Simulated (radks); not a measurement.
Values are calculated unless marked as measured or tabulated.
Valence configurations of the copper ion Cu+ (all share [Ar]). Level of theory: Dirac Kohn-Sham, BLYP, spin-unpolarised, spherical densities, point nucleus; open shells fill j = l - 1/2 first (a radial shooting solver on a logarithmic mesh with Libxc functionals). Energies are relative to 3d10; eigenvalues in eV.

| valence | E (eV) | e(3d3/2) | e(3d5/2) | e(4p1/2) | e(4p3/2) | e(4s1/2) |
|---|---|---|---|---|---|---|
| 3d10 | 0.000 | -13.886 | -13.612 | - | - | - |
| 3d9.5 4s0.5 | 1.142 | -16.282 | -15.997 | - | - | -12.887 |
| 3d9 4p1 | 9.102 | -20.611 | -20.313 | -8.676 | - | - |
| 3d8 4s2 | 10.300 | -25.247 | -24.925 | - | - | -15.453 |
| 3d8 4p2 | 23.634 | -28.307 | -27.983 | -10.402 | - | - |
| 3d9.5 4p0.5 | 3.943 | -17.111 | -16.826 | -7.779 | - | - |
| 3d9 4s1 | 3.154 | -18.988 | -18.692 | - | - | -13.711 |
| 3d7 4p3 | 44.748 | -36.870 | -36.519 | -12.110 | -11.906 | - |
| 3d8 4s1 4p1 | 16.870 | -26.827 | -26.504 | -9.727 | - | -16.396 |

NIST lists [Ar] 3d10 as the ground configuration; this level of theory agrees among the configurations tried. The energies are those of spherical spin-averaged densities, not of single terms.
